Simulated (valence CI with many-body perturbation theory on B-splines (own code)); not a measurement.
## Questions on Br XXXI

Level of theory: valence CI with perturbative core correlation (CI+MBPT): three valence electrons over a frozen Dirac-Fock core [He], a basis of 11 s, 11 p, 9 d, 7 f, 5 g, 2 h, 1 i functions for each j, with the one-electron correlation potential Σ1 (screened to all orders), the two-electron term Σ2, the three-electron term Σ3, Breit, model QED; selected single and double excitations, second order for the rest (own B-spline code, finite nucleus).

No measured spectrum was set against this ion. As an estimate, large intervals hold to a few tenths of a per cent, small ones and those within an open d or f shell to about a per cent.

Rates and lifetimes use the calculated energies. Strong lines usually hold to 10 to 20 %, long lifetimes can be off by a factor of two.

**Question.** What is the ground level?

**Answer.** 2s²2p ²P°_1/2, composition 99 % 2s²2p ²P°, g = 0.656.

**Question.** How well does LS coupling describe the low levels?

**Answer.** Among the lowest 20 levels the leading LS term, summed over configurations, holds 84 % on average. For single configurations the figures are 83 % in LS and 92 % in jj coupling. Terms mix most in the J = 3/2 level at 264.9 eV, where the leading one holds 53 %.

**Question.** What is the ionisation energy?

**Answer.** 3524.2 eV; NIST lists 3523.1 ± 2.2 eV (semi-empirical).

**Question.** How is the term ²P° of the ground level split?

**Answer.** J = 1/2 at 0.0, J = 3/2 at 54.0 eV.

**Question.** Among levels below 2268.6 eV, which E1 lines absorb most strongly from the ground level?

**Answer.** to 2s²3d ²D_3/2 at 0.6056 nm, f = 0.695; to 2s2p3p ²D_3/2 at 0.5915 nm, f = 0.227; to 2s2p3p ²P_1/2 at 0.5930 nm, f = 0.124.

**Question.** What are the static dipole polarisabilities of the lowest levels?

**Answer.** 2s²2p ²P°_1/2 0.00419 bohr³, of which the core gives 5.84e-06.

**Question.** Where does the other parity begin?

**Answer.** At 2s2p² ⁴P_1/2, 82.6 eV.
